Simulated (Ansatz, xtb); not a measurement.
## AlCl2H6NSi2: which of two isomers lies lower

Structure a is `[SiH3][N]([SiH3])[Al]([Cl])[Cl]`, a singlet and structure b is `[SiH3][N]([AlH][Cl])[SiH2]Cl`, a singlet. Both are isolated molecules in the gas phase, relaxed with PBE0-D4/def2-SVP; the shapes shown needn't be the lowest conformers.

a (Å):

```yaml
atoms:
  - { symbol: Al, position_ang: [-2.2916, 0.8935, -0.0218] }
  - { symbol: Cl, position_ang: [-4.2069, 1.1247, -0.8102] }
  - { symbol: Cl, position_ang: [-1.0569, 2.5658, 0.1897] }
  - { symbol: N, position_ang: [-1.6223, -0.6700, 0.4953] }
  - { symbol: Si, position_ang: [0.0178, -0.7333, 1.1493] }
  - { symbol: Si, position_ang: [-2.4999, -2.1935, 0.3987] }
  - { symbol: H, position_ang: [0.1472, 0.0977, 2.3825] }
  - { symbol: H, position_ang: [0.2974, -2.1611, 1.4943] }
  - { symbol: H, position_ang: [1.0238, -0.2706, 0.1483] }
  - { symbol: H, position_ang: [-2.6518, -2.8048, 1.7544] }
  - { symbol: H, position_ang: [-3.8501, -1.9295, -0.1765] }
  - { symbol: H, position_ang: [-1.7746, -3.1686, -0.4719] }
```

b (Å):

```xyz
12

Al   -0.8112   -0.8704   -0.9770
Cl   -2.0419   -0.9819   -2.6734
Cl   -3.6657   -2.4655    2.1961
N    -1.1589   -1.9358    0.4279
Si   -0.0944   -1.8567    1.8389
Si   -2.5304   -3.0003    0.5411
H     1.2874   -1.5299    1.3753
H    -0.5274   -0.8116    2.8119
H    -0.0941   -3.1876    2.5162
H     0.4048    0.1224   -0.9432
H    -2.1025   -4.4071    0.7726
H    -3.3781   -2.8779   -0.6707
```

Quicker runs give these differences E(b) − E(a): GFN2-xTB +8.1 kcal/mol; HF/STO-3G +24.3 kcal/mol (at GFN2-xTB geometries); r2SCAN-D4/def2-SVP +15.8 kcal/mol (at GFN2-xTB geometries).

Question: Estimate E(b) − E(a) at the level CCSD(T)/def2-SVP + ΔMP2/def2-TZVPP.

Answer: Calculated at CCSD(T)/def2-SVP + ΔMP2/def2-TZVPP: E(b) − E(a) = +12.3 kcal/mol, so structure a lies lower.

How the difference moves with the method:

```json
{"level": "GFN2-xTB", "geometry": "GFN2-xTB", "E(b) − E(a) (kcal/mol)": "+8.1", "departure from the last row (kcal/mol)": "−4.1", "job, with rough time for the two": "optimisation, 0.59 s"}
{"level": "HF/STO-3G", "geometry": "GFN2-xTB", "E(b) − E(a) (kcal/mol)": "+24.3", "departure from the last row (kcal/mol)": "+12.1", "job, with rough time for the two": "single point, 0.66 s"}
{"level": "r2SCAN-D4/def2-SVP", "geometry": "GFN2-xTB", "E(b) − E(a) (kcal/mol)": "+15.8", "departure from the last row (kcal/mol)": "+3.5", "job, with rough time for the two": "single point, 7.8 s"}
{"level": "PBE0-D4/def2-SVP", "geometry": "PBE0-D4/def2-SVP", "E(b) − E(a) (kcal/mol)": "+12.8", "departure from the last row (kcal/mol)": "+0.5", "job, with rough time for the two": "optimisation, 3.4 min"}
{"level": "HF/def2-SVP", "geometry": "PBE0-D4/def2-SVP", "E(b) − E(a) (kcal/mol)": "+14.4", "departure from the last row (kcal/mol)": "+2.1", "job, with rough time for the two": "part of the CCSD(T) run"}
{"level": "MP2/def2-SVP", "geometry": "PBE0-D4/def2-SVP", "E(b) − E(a) (kcal/mol)": "+14.5", "departure from the last row (kcal/mol)": "+2.2", "job, with rough time for the two": "part of the CCSD(T) run"}
{"level": "CCSD(T)/def2-SVP", "geometry": "PBE0-D4/def2-SVP", "E(b) − E(a) (kcal/mol)": "+14.5", "departure from the last row (kcal/mol)": "+2.2", "job, with rough time for the two": "single point"}
{"level": "CCSD(T)/def2-SVP + ΔMP2/def2-TZVPP", "geometry": "PBE0-D4/def2-SVP", "E(b) − E(a) (kcal/mol)": "+12.3", "departure from the last row (kcal/mol)": "", "job, with rough time for the two": "single point, 74 s"}
```

As drawn, b has 1 Cl–Si, 1 Al–H in place of 1 Al–Cl, 1 Si–H.

The levels shown agree on the order. The largest departure from CCSD(T)/def2-SVP + ΔMP2/def2-TZVPP is that of HF/STO-3G, 12.1 kcal/mol. A small imaginary or near-zero mode remains, so no thermal terms are given. The last row adds to CCSD(T) the change of the MP2 difference between the two basis sets, here −2.2 kcal/mol.

The correlated steps freeze 26 core orbitals. Run with Ansatz 0.2.0, xtb 6.7.1; the last row on 2 threads of Arm Neoverse V2 on a shared host.
